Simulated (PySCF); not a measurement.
**Excitation energy of Cd by level of theory**

Cd [Kr] 4d10 5s2 (1S) → Cd [Kr] 4d9 5s2 6s1 (3D), as a difference of total energies. All numbers are calculated (PySCF 2.14, a scalar-relativistic core potential, in aug-cc-pVDZ-PP with ECP28MDF (5s5p4d2f, 54 functions)). Correlated levels: valence: 4s2 4p6 frozen. The calculations carry no spin-orbit coupling.

| method | excitation energy (eV) |
| --- | --- |
| UHF | 14.044 |
| LDA | 15.442 |
| PBE | 15.094 |
| PBE0 | 15.083 |
| r2SCAN | 15.247 |
| MN15 | 15.679 |
| revPBE | 15.025 |
| HSE06 | 15.091 |
| MP2 (valence) | 15.644 |
| SCS-MP2 (valence) | 15.473 |

Question: How much does correlation contribute at MP2 (valence)?

Answer: 15.644 − (14.044) = 1.600 eV, measured against UHF.

The upper state lies above the first ionisation limit, where it may autoionise and the basis confines it. A Rydberg-like electron needs more diffuse functions than a valence basis has.

The promoted electron is Rydberg-like, and one or two diffuse shells describe it only roughly, which tends to raise the upper state.
